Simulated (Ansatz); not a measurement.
`N[B]1[AlH][B]1O`: the same geometry under several functionals.

```yaml
crystal:
  periodic: [false, false, false]
  atoms:
    - {symbol: N, position_ang: [1.035952, 0.533943, -1.351299]}
    - {symbol: B, position_ang: [0.334599, -0.390236, -0.615379]}
    - {symbol: Al, position_ang: [-1.019887, -1.711221, 0.109724]}
    - {symbol: B, position_ang: [-0.529831, 0.029920, 1.012144]}
    - {symbol: O, position_ang: [-0.482779, 1.267166, 1.508135]}
    - {symbol: H, position_ang: [1.639228, 1.230205, -0.940659]}
    - {symbol: H, position_ang: [0.985001, 0.585752, -2.357225]}
    - {symbol: H, position_ang: [-0.577907, -3.137020, 0.674358]}
    - {symbol: H, position_ang: [-1.295976, 1.545192, 1.943101]}
basis:
  gaussian: {orbitals: def2-TZVPP}
hamiltonian: {xc: {name: B2PLYP}}
```

```sh
$ ansatz run in.yaml --threads 2 --pin off --events-out ev --progress --plain --max-ram 4352MiB
```

Shortened log:

```
Functional definition: B2PLYP
1352 factors; integrals over basis functions are off by at most 1.2e-3 eV
mean field evaluation 1: about -11531.7056 eV, gradient 6.2e1 eV
mean field evaluation 2: about -11531.8317 eV, gradient 6.2e1 eV
mean field evaluation 4: about -11539.2993 eV, gradient 5.7e0 eV
mean field evaluation 8: about -11539.4108 eV, gradient 8.4e-1 eV
mean field evaluation 16: about -11539.4135 eV, gradient 2.3e-3 eV
mean field -11539.41348588 eV, -424.0656239106 hartree, gradient 9.2e-6 eV, S^2 0.000000; 0 other end points of the search recorded, 0 dependent functions left out
9 core orbitals not correlated: weight in the atoms' cores, before any rotation towards them, 1.000 or more for the frozen orbitals, at most 0.000 for the correlated occupied ones
reference -11539.41365701 eV, -424.0656301995 hartree; 12, 12 occupied and 201, 201 virtual orbitals, 1352 factors
second order -24.17434661 eV of doubles, -0.00000000 eV of singles
Total energy: -11545.94073059 eV, -424.3054957296 hartree
```

It took 6.5 s on 2 threads of an Intel Xeon Platinum 8488C on a shared host, with 0.52 GiB of host memory at the peak.

The same input with `hamiltonian: {xc: {name: BHLYP}, dispersion: d4}` (abridged; 2.9 s):

```
Functional definition: BHLYP
mean field evaluation 16: about -11550.3127 eV, gradient 2.3e-4 eV
mean field -11550.31273843 eV, -424.4661640542 hartree, gradient 4.2e-5 eV, S^2 0.000000
Total energy: -11550.53618842 eV, -424.4743756900 hartree
```

Changing it to `hamiltonian: {xc: {name: r2SCAN0}, dispersion: d4}` (abridged; 4.3 s):

```
Functional definition: r2SCAN0
mean field evaluation 16: about -11548.7628 eV, gradient 8.2e-5 eV
mean field -11548.76280092 eV, -424.4092049012 hartree, gradient 8.2e-5 eV, S^2 0.000000
Total energy: -11548.81183612 eV, -424.4110069116 hartree
```

The same input with `hamiltonian: {xc: r2scan, dispersion: d4}` and forces (abridged; 4.2 s):

```
Functional definition: r2SCAN
mean field evaluation 16: about -11549.6584 eV, gradient 1.3e-3 eV
mean field -11549.65836361 eV, -424.4421162231 hartree, gradient 1.4e-5 eV, S^2 0.000000
Total energy: -11549.69938520 eV, -424.4436237387 hartree
Atom 0 force     0.044981     0.101887    -0.027017 eV/Å
Atom 1 force    -0.056665    -0.181307     0.073450 eV/Å
Atom 2 force    -0.030444     0.013222    -0.022151 eV/Å
Atom 3 force    -0.041715    -0.200171    -0.034492 eV/Å
Atom 4 force     0.047578     0.168673     0.045190 eV/Å
Atom 5 force     0.045897     0.010983    -0.014006 eV/Å
Atom 6 force    -0.016836     0.040354    -0.023991 eV/Å
Atom 7 force     0.031888     0.016710     0.007235 eV/Å
Atom 8 force    -0.024683     0.029649    -0.004219 eV/Å
Dipole moment:     0.046956     0.640621    -0.191658 e Å
```

The same input with `hamiltonian: {xc: pbe, dispersion: d4}` and forces (abridged; 3 s):

```
Functional definition: PBE
mean field evaluation 16: about -11543.3593 eV, gradient 2.7e-3 eV
mean field -11543.35929494 eV, -424.2106297190 hartree, gradient 3.4e-5 eV, S^2 0.000000
Total energy: -11543.53057864 eV, -424.2169242788 hartree
Atom 0 force     0.003543     0.016514    -0.000852 eV/Å
Atom 1 force    -0.150621    -0.269529     0.258299 eV/Å
Atom 2 force    -0.174182    -0.023408    -0.080611 eV/Å
Atom 3 force     0.015646    -0.442315    -0.182830 eV/Å
Atom 4 force     0.396518     0.355122    -0.001263 eV/Å
Atom 5 force     0.243973     0.246773     0.120799 eV/Å
Atom 6 force    -0.025121     0.054269    -0.364194 eV/Å
Atom 7 force     0.073911    -0.094984     0.051535 eV/Å
Atom 8 force    -0.383667     0.157559     0.199118 eV/Å
Dipole moment:     0.043392     0.639699    -0.197677 e Å
```

The same input with `hamiltonian: {xc: {name: wB97M-V}}` and forces (abridged; 10 s):

```
Functional definition: wB97M-V
mean field evaluation 16: about -11550.7030 eV, gradient 1.2e-3 eV
mean field -11550.70302876 eV, -424.4805069593 hartree, gradient 5.0e-5 eV, S^2 0.000000
Total energy: -11550.70308170 eV, -424.4805089049 hartree
Atom 0 force     0.090924     0.120052    -0.087137 eV/Å
Atom 1 force    -0.088237    -0.120992    -0.030462 eV/Å
Atom 2 force     0.142342    -0.050250     0.067471 eV/Å
Atom 3 force    -0.079895    -0.193863     0.004832 eV/Å
Atom 4 force    -0.041106     0.191410     0.073034 eV/Å
Atom 5 force    -0.051309    -0.027312    -0.010509 eV/Å
Atom 6 force     0.018340    -0.026531     0.065641 eV/Å
Atom 7 force    -0.062310     0.143260    -0.058612 eV/Å
Atom 8 force     0.071252    -0.035774    -0.024257 eV/Å
Dipole moment:    -0.008830     0.583372    -0.189915 e Å
```
